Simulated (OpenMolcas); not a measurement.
**Fe2+, Ru2+, Os2+: d⁶ down the group**

| Quantity | Value |
| --- | --- |
| Program | OpenMolcas |
| Method | SS-CASPT2, IPEA 0.25 Eh, imaginary shift 0.1 Eh |
| Basis | ANO-R3 |
| Scalar Hamiltonian | X2C, finite nucleus |
| Spin-orbit coupling | state interaction with AMFI integrals over the reference wave functions, term energies averaged over their components |

Active space for each ion: 6 electrons in 5 orbitals (d); closed shells correlated by CASPT2: Fe2+ 3s 3p; Ru2+ 4s 4p; Os2+ 5s 5p.

Computed levels in cm-1 above ⁵D₄:

```json
{"Level": "⁵D₃", "Fe2+": "438", "Ru2+": "1176", "Os2+": "4730"}
{"Level": "⁵D₂", "Fe2+": "745", "Ru2+": "1866", "Os2+": "4680"}
{"Level": "⁵D₁", "Fe2+": "942", "Ru2+": "2320", "Os2+": "7180"}
{"Level": "⁵D₀", "Fe2+": "1039", "Ru2+": "2530", "Os2+": "7430"}
{"Level": "³P₂(1)", "Fe2+": "18780", "Ru2+": "15320", "Os2+": "16610"}
{"Level": "³H₆", "Fe2+": "19760", "Ru2+": "15580", "Os2+": "16750"}
{"Level": "³H₅", "Fe2+": "19980", "Ru2+": "15840", "Os2+": "24710"}
{"Level": "³P₁(1)", "Fe2+": "20060", "Ru2+": "18680", "Os2+": "29480"}
{"Level": "³F₃(1)", "Fe2+": "21260", "Ru2+": "17380", "Os2+": "19000"}
{"Level": "weight of ⁵D in the lowest level (%)", "Fe2+": "100", "Ru2+": "99", "Os2+": "85"}
```

Mixed levels, with the weight of the term that names them: Os2+ ⁵D₂ (68 %), Os2+ ³P₂(1) (51 %), Os2+ ³H₅ (50 %), Os2+ ³P₁(1) (72 %), Os2+ ³F₃(1) (52 %).

Measured, with the error of the calculation in %. Measured levels: Fe2+ from Corliss and Sugar, J. Phys. Chem. Ref. Data 11, 135 (1982); Ru2+ from Moore, Atomic Energy Levels, vol. III, NSRDS-NBS 35 (1971 reprint of NBS Circular 467, 1958).

| Level | Fe2+ | Ru2+ |
| --- | --- | --- |
| ⁵D₃ | 436 (+0.4) | 1159 (+1.5) |
| ⁵D₂ | 739 (+0.8) | 1826 (+2.2) |
| ⁵D₁ | 932 (+1.1) | 2266 (+2.3) |
| ⁵D₀ | 1027 (+1.2) | 2476 (+2.4) |
| ³P₂(1) | 19405 (-3.2) |  |
| ³H₆ | 20051 (-1.5) |  |
| ³H₅ | 20301 (-1.6) |  |
| ³P₁(1) | 20688 (-3.0) |  |
| ³F₃(1) | 21700 (-2.0) |  |

The fine-structure level ⁵D₀ changes by a factor of 7.15 from Fe2+ to Os2+.

Without spin-orbit coupling ³P(1) lies 18960, 15680, 14780 cm-1 above ⁵D in that order; the difference to the level ³P₂(1), of either sign, comes from spin-orbit coupling, which also lowers the zero.

CASPT2 breaks the degeneracy within a term, and the mean is taken; among the terms shown or strongly mixed into the levels shown the widest spread is 150 cm-1 (3d⁶ ³F(1), Fe2+). Levels of configurations with an s electron are missing; early in the row they begin among the upper levels of the d shell and mix with terms of their name (holds for Ru2+). Configurations with an s electron lie low in 5d ions of this charge, fall among these levels and mix in, so low-spin terms can stand far too high, up to twice their true height, and weights are not those of the real levels (holds for Os2+). Measured partners are found by configuration, term and J. A level has none where our copy of the source lacks it or the pairing is in doubt (some pairs that miss far off the trend of their configuration count as doubtful), and it then counts in no deviation. Levels of configurations outside the active space are missing.

A number in round brackets counts repeated terms of one configuration in the order of the reference energies.
